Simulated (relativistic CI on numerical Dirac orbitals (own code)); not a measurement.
Ru⁺ (4d7) in a crystal field

Calculated by Dirac-Coulomb-Breit CI, separate exchange-only KLI orbitals for each configuration, QED by a radiative potential, valence Slater integrals scaled by 0.9, one configuration in a parametric crystal field (own radial code). With so little scaling, terms lie 10 to 35 % too far apart, which can change the order of excited levels.

Field parameters in Wybourne normalisation: D3d B²₀ = −7Dσ, B⁴₀ = −14Dq − 21Dτ, B⁴₃ = −14√(10/7) Dq; D4h B²₀ = −7Ds, B⁴₀ = 21(Dq − Dt), B⁴₄ = 21√(5/14) Dq; Oh B⁴₀ = 21Dq, B⁴₄ = √(5/14) B⁴₀; Td as Oh with Dq negative (B⁴₀ = 21Dq, B⁴₄ = √(5/14) B⁴₀). The field is a parameter set, without covalency.

S is read from ⟨S²⟩ = S(S + 1).

Powder χT (cm³ K mol⁻¹) by Van Vleck's formula, with temperature-independent terms:

| Field | 2 K | 5 K | 10 K | 20 K | 50 K | 100 K | 200 K | 300 K |
| --- | --- | --- | --- | --- | --- | --- | --- | --- |
| D3d, 10Dq = 7250, Dσ = 310, Dτ = -210 cm⁻¹ | 1.98 | 2.02 | 2.09 | 2.22 | 2.59 | 2.97 | 3.22 | 3.32 |
| D4h, 10Dq = 19100, Ds = 640, Dt = -680 cm⁻¹ | 0.444 | 0.445 | 0.446 | 0.447 | 0.452 | 0.459 | 0.474 | 0.489 |
| D4h, 10Dq = 21300, Ds = -1070, Dt = -10 cm⁻¹ | 0.447 | 0.447 | 0.448 | 0.45 | 0.455 | 0.463 | 0.479 | 0.496 |
| Oh, 10Dq = 8800 cm⁻¹ | 1.92 | 1.94 | 1.98 | 2.05 | 2.26 | 2.61 | 3.19 | 3.5 |
| Oh, 10Dq = 11800 cm⁻¹ | 1.85 | 1.88 | 1.92 | 1.99 | 2.22 | 2.59 | 3.11 | 3.3 |
| Oh, 10Dq = 13350 cm⁻¹ | 1.88 | 1.97 | 2.11 | 2.2 | 2.08 | 2.03 | 2.13 | 2.24 |
| Oh, 10Dq = 19850 cm⁻¹ | 0.458 | 0.458 | 0.459 | 0.461 | 0.467 | 0.476 | 0.494 | 0.513 |
| Td, 10Dq = -5000 cm⁻¹ | 2.72 | 2.72 | 2.72 | 2.72 | 2.74 | 2.76 | 2.8 | 2.84 |

Question: For D4h, 10Dq = 19100, Ds = 640, Dt = -680 cm⁻¹: what effective moment follows at 300 K?

Answer: μ_eff = √(8χT) = 1.98 μB. The ground level has S = 0.51; the spin-only moment for S = 1/2 is 1.73 μB. The difference comes from the orbital moment, spin-orbit mixing of terms and temperature-independent paramagnetism, all larger in this ionic model than in covalent complexes.
